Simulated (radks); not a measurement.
Question: Species: Ho10+. Configuration: [Kr] 4d10 4f9 5s2 (the NIST ground configuration). All-electron calculation, scalar-relativistic Kohn-Sham, PBEsol, spin-polarised, spherical densities, finite nucleus; open shells are filled with parallel spins first (spin-orbit coupling, left out, can overturn this in heavy ions); Fermi nuclear charge, rms radius 5.2022 fm. Program: a radial shooting solver on a logarithmic mesh with Libxc functionals. Some entries of the table are withheld. Estimate them.

| orbital | occ. | eigenvalue (eV) | <r> (bohr) | <1/r> (bohr^-1) |
|---|---|---|---|---|
| 1s down | 1 | -55640.87 | 0.02075 | 76.01 |
| 1s up | 1 | -55640.86 | 0.02075 | 76.01 |
| 2s up | 1 | -9451.522 | 0.08812 | 17.68 |
| 2s down | 1 | -9451.452 | 0.08812 | 17.68 |
| 2p up | 3 | -8395.401 | 0.07807 | 16.38 |
| 2p down | 3 | -8395.355 | 0.07807 | 16.38 |
| 3s up | 1 | -2244.926 | 0.2300 | 6.512 |
| 3s down | 1 | -2242.437 | 0.2298 | 6.517 |
| 3p up | 3 | -1922.048 | 0.2290 | 6.095 |
| 3p down | 3 | -1919.570 | 0.2288 | 6.101 |
| 3d up | 5 | -1511.628 | 0.2079 | 5.780 |
| 3d down | 5 | -1509.727 | 0.2077 | 5.786 |
| 4s up | 1 | -581.1092 | 0.5174 | 2.758 |
| 4s down | 1 | -575.9877 | 0.5176 | 2.756 |
| 4p up | 3 | -474.3990 | 0.5474 | 2.531 |
| 4p down | 3 | -469.3658 | 0.5477 | 2.529 |
| 4d up | 5 | -329.9314 | 0.5883 | 2.248 |
| 4d down | 5 | -324.9802 | 0.5892 | 2.244 |
| 5s up | 1 | -201.6593 | 1.132 | 1.187 |
| 5s down | 1 | -198.6401 | 1.140 | 1.177 |
| 5p up | 0 | -170.0936 | 1.241 | 1.069 |
| 4f up | 7 | -169.8126 | 0.6849 | (1) |
| 5p down | 0 | -167.5293 | 1.252 | 1.058 |
| 4f down | 2 | -164.9938 | 0.6917 | (2) |
| 5d up | 0 | -127.4364 | 1.452 | 0.9020 |
| 5d down | 0 | -125.5586 | 1.469 | 0.8893 |
| 6s up | 0 | -102.4580 | 2.078 | (3) |
| 6s down | 0 | -101.5215 | 2.092 | (4) |

Answer: 
(1) 4f up <1/r> (bohr^-1): 1.806
(2) 4f down <1/r> (bohr^-1): 1.795
(3) 6s up <1/r> (bohr^-1): 0.6464
(4) 6s down <1/r> (bohr^-1): 0.6425
